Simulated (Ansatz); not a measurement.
Input for Ansatz (a program for electronic structure): U-B97M-V/def2-TZVPP on CF3 (SMILES F[C](F)F).

Ansatz 0.2 input:
```yaml
crystal:
  periodic: [false, false, false]
  atoms:
    - {symbol: C, position_ang: [0.00000054, 0.00000000, 0.00000000]}
    - {symbol: F, position_ang: [1.31551455, -0.00000000, -0.00000000]}
    - {symbol: F, position_ang: [-0.65775754, 1.13926772, -0.00000000]}
    - {symbol: F, position_ang: [-0.65775754, -1.13926772, -0.00000000]}
basis:
  gaussian:
    orbitals: def2-TZVPP
hamiltonian:
  xc: {name: B97M-V}
magnetization: {spin_polarized: true, initial_magnetization: 1}
```

It printed:

```
WARN ansatz: RAYON_NUM_THREADS=4 ignored (pool sized by the plan → 4); use --threads N
Functional definition: B97M-V
integrals: 0.04 GiB planned
648 factors; their error is unknown
mean field: 0.52 GiB planned
mean field evaluation 1: about -9184.2591 eV, gradient 2.2e1 eV
mean field evaluation 2: about -9183.3504 eV, gradient 2.9e1 eV
mean field evaluation 4: about -9185.4829 eV, gradient 8.3e-1 eV
mean field evaluation 8: about -9185.4788 eV, gradient 1.9e-1 eV
mean field evaluation 16: about -9185.4788 eV, gradient 1.0e-5 eV
mean field -9185.47883288 eV, -337.5601209673 hartree, gradient 9.8e-6 eV, S^2 0.755522; 0 other end points of the search recorded, 0 dependent functions left out
reference -9185.47886367 eV, -337.5601220987 hartree; 17, 16 occupied and 107, 108 virtual orbitals, 648 factors
Total energy: -9185.47886367 eV, -337.5601220987 hartree
```

Self-consistency was reached.

Cost: around 8 core-seconds (rough).
